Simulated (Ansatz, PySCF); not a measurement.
Process, species as SMILES: C#CC + C (CH4) → C#C (C2H2) [acetylene] + CC (C2H6)
Structures are relaxed separately at B3LYP-D3(BJ)/def2-TZVP in Ansatz (a program for electronic structure).

Quantity: bond separation energy (enthalpy at 298 K, with B3LYP-D3(BJ) rigid-rotor harmonic-oscillator terms from PySCF), in kcal/mol. Valence correlation only, unless marked. Spin-orbit coupling is left out. No relativistic terms. CBS marks a two-point X^-3 extrapolation of the correlation energy; Hartree-Fock from the larger set. The bracket is a focal-point correction in the basis named.

From measured enthalpies of formation at 298 K: 7.9 kcal/mol (C#CC 44.4, ATcT 1.112; C#C (C2H2) 54.6, ATcT 1.112; C (CH4) -17.8, ATcT 1.112; CC (C2H6) -20.0, ATcT 1.112). It holds spin-orbit effects, which the calculations lack, and core correlation, which the frozen-core levels lack.

```json
[
 {"level": "PBE-D3(BJ)/def2-TZVPD", "program": "Ansatz + dftd3", "bond separation energy (kcal/mol)": "9.8", "error against measurement": "1.9"},
 {"level": "TPSS-D4/def2-TZVPD", "program": "PySCF + dftd4", "bond separation energy (kcal/mol)": "9.5", "error against measurement": "1.6"},
 {"level": "B3LYP/def2-TZVPD", "program": "Ansatz", "bond separation energy (kcal/mol)": "9.2", "error against measurement": "1.3"},
 {"level": "PBE0/def2-QZVPP", "program": "Ansatz", "bond separation energy (kcal/mol)": "9.6", "error against measurement": "1.7"},
 {"level": "MP2/6-31G", "program": "Ansatz", "bond separation energy (kcal/mol)": "7.4", "error against measurement": "-0.5"},
 {"level": "SCS-MP2/aug-cc-pVDZ", "program": "Ansatz", "bond separation energy (kcal/mol)": "7.8", "error against measurement": "-0.1"},
 {"level": "CCSD/6-31G", "program": "Ansatz", "bond separation energy (kcal/mol)": "6.9", "error against measurement": "-1.0"},
 {"level": "CCSD(T)/6-31G", "program": "Ansatz", "bond separation energy (kcal/mol)": "7.1", "error against measurement": "-0.8"},
 {"level": "RI-MP2/CBS(cc-pVTZ,cc-pVQZ)+[CCSD(T)-MP2]/cc-pVDZ", "program": "Ansatz", "bond separation energy (kcal/mol)": "7.8", "error against measurement": "-0.1"},
 {"level": "RI-MP2/CBS(cc-pVTZ,cc-pVQZ)+[CCSD(T)-MP2]/cc-pVTZ", "program": "Ansatz", "bond separation energy (kcal/mol)": "7.8", "error against measurement": "-0.1"}
]
```
